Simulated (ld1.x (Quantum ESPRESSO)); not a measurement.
**Ar: one change to an RRKJ potential, before and after**

- Element: argon
- Generator: ld1.x (Quantum ESPRESSO) 7.5
- Type: norm-conserving RRKJ (Kleinman–Bylander form)
- Functional: PW91
- Relativity: scalar-relativistic
- Frozen core: [Ne]
- Valence charge: 8
- Reference configuration: 3s2 3p4 (charge +2)
- Partial waves: 3p (bound): rc 1.25 bohr; 3d channel at -0.15 Ry: rc 1.15 bohr; 3s (bound): rc 1.10 bohr
- Local potential: the s channel
- Core correction: Bessel-smoothed model core inside 1.10 bohr

Change: all radii but the core radius scaled by about 1.33 (s 1.46, p 1.66, d 1.52 bohr).

Cutoffs: the cutoffs (Ry, on a coarse ladder) from which the occupation-weighted sum of valence levels, in a spherical-Bessel basis at the reference potential, stays within 10 and 1 mRy of its value at 400 Ry; they do not see the model core or the augmentation charge, which bear on the density cutoff. Errors are all-electron minus pseudo energies relative to the spin-unpolarised reference configuration.

Task: Predict the effect on cutoff, ghosts and configuration errors.

Result: The potential gets softer (80 Ry and 140 Ry → 50 Ry and 80 Ry); of the 6 tests that both files solve, the error grows in 6 and shrinks in 0 by more than 15 % and 0.3 meV (median size 20.3 → 28.9 meV); neither file shows a bound ghost. A larger radius leaves more room for a smooth pseudo-wave, so fewer plane waves are needed. More of the atom is replaced by a form fitted at one configuration, so other configurations suffer.

| quantity | base | changed |
| --- | --- | --- |
| cutoff, loose | 80 Ry | 50 Ry |
| cutoff, tight | 140 Ry | 80 Ry |
| loose cutoff by channel (10 mRy a level) | p 50 Ry, s 55 Ry | p 18 Ry, s 30 Ry |
| bound ghosts | none | none |
| error for 3s2 3p6, meV [ΔE -44.85 eV] | +33 | +48 |
| error for 3s2 3p5, meV [ΔE -28.73 eV] | +13 | +18 |
| error for 3s2 3p3, meV [ΔE 42.66 eV] | +17 | +25 |
| error for 3s2 3p5.5, meV [ΔE -38.27 eV] | +23 | +33 |
| error for 3s2 3p2, meV [ΔE 100.39 eV] | +102 | +136 |
| error for 3s1 3p6, meV [ΔE -14.12 eV] | +13 | +18 |
